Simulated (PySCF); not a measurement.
Compound: C₅H₈F₃NSi.
Numbering: `[CH2:1]=[C:2]([SiH3:3])/[CH:4]=[N:5]\[CH2:6][C:7]([F:8])([F:9])[F:10]` (hydrogens: H11, H12 on C1; H13, H14, H15 on Si3; H16 on C4; H17, H18 on C6)

Cartesian coordinates in Å at the GFN2-xTB level; atoms count from 1:
```
atom  x, y, z in Å
C1    -2.148   -0.478   -0.245
C2    -1.262    0.163    0.508
Si3   -1.236    2.053    0.715
C4    -0.215   -0.536    1.254
N5     0.800   -1.152    0.825
C6     1.067   -1.266   -0.580
C7     2.325   -0.470   -0.901
F8     3.396   -0.864   -0.212
F9     2.167    0.841   -0.659
F10    2.646   -0.572   -2.204
H11   -2.164   -1.555   -0.328
H12   -2.919    0.049   -0.783
H13   -2.320    2.580   -0.114
H14   -1.471    2.345    2.131
H15    0.067    2.554    0.291
H16   -0.291   -0.482    2.337
H17    0.268   -0.891   -1.238
H18    1.281   -2.314   -0.810
```

Computed at PBE0/pcSseg-1 (PySCF, non-relativistic), with Q(14N) = 0.02044 b: N5, 14N (I = 1): χzz = -5.302 MHz, η = 0.181.

(1) Where would the pure quadrupole (NQR) lines of 14N at N5 fall for the rigid, isolated species?

Answers

(1) From ν± = (3/4)|χ|(1 ± η/3) and ν0 = |χ|η/2: ν+ 4.217 MHz, ν− 3.736 MHz, ν0 0.481 MHz (imine nitrogen).

In a crystal, neighbours and librations shift these lines. GFN2-xTB bond lengths can be off by several hundredths of an ångström, more for odd bonds, and the gradients follow them. With a basis this small, the couplings can be 20 % off.

These values come from a run that also computed NMR shieldings. Hardware: Intel Xeon at 2.50 GHz, one thread, shared host with 64 logical CPUs at a one-minute load of 61. Cost: 1.7 min wall, 0.96 GiB resident at most.

One conformer stands for the species.
